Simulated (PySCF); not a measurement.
## Two-component Hartree-Fock for Ge⁺ (germanium, charge +1)

Start: [Ar] 3d10 4s2 4p1; 4p1/2 filled at m_j = +1/2. Calculated with PySCF 2.14 in x2c-TZVPPall-2c: generalised Hartree-Fock with the X2C-1e Hamiltonian and a Gaussian nucleus; one run each with spin-orbit coupling (SO) switched off, then screened by Boettger's factors.

```csv
spinor shell,electrons,"ε, spin-free (eV)","ε, screened SO (eV)",weight of nominal j (screened SO),"rms radius, screened SO (bohr)"
1s1/2,2,-11188.7,-11188.4,1.000,0.0542
2s1/2,2,-1463.2,-1463.1,1.000,0.227
2p1/2,2,-1275.0,-1296.8,1.000,0.201
2p3/2,4,-1275.0,-1264.4,1.000,0.204
3s1/2,2,-210.67,-210.58,1.000,0.667
3p1/2,2,-150.87,-154.00,1.000,0.693
3p3/2,4,-150.87,-149.24,1.000,0.704
3d3/2,4,-52.668,-52.999,0.998,0.812
4s1/2,2,-23.472,-23.431,0.996,2.25
4p1/2,1,-15.592,-15.734,0.972,2.79
```

(1) Where does 3d5/2 lie, and what is the 3d spin-orbit splitting (screened SO)?

```csv
quantity,spin-free,screened SO
E (hartree),-2096.73723,-2096.81957
M_J,1/2,1/2
⟨J²⟩,1.062,0.850
⟨L²⟩,2.043,2.044
⟨S²⟩,0.764,0.766
```

Each row is a mean over spinors that exchange with the open shell spreads, by up to 0.465 eV (3p1/2).

⟨J²⟩ departs a little from M_J(M_J + 1) because the unrestricted spinors polarise the closed shells.

Without spin-orbit coupling the j labels of p, d and f shells carry no meaning; the spin-free column gives the mean over the occupied spinors of each nl shell, and its ⟨J²⟩ belongs to a mixture of degenerate components.

## Answers

(1) At -52.317 eV, 0.683 eV above 3d3/2.
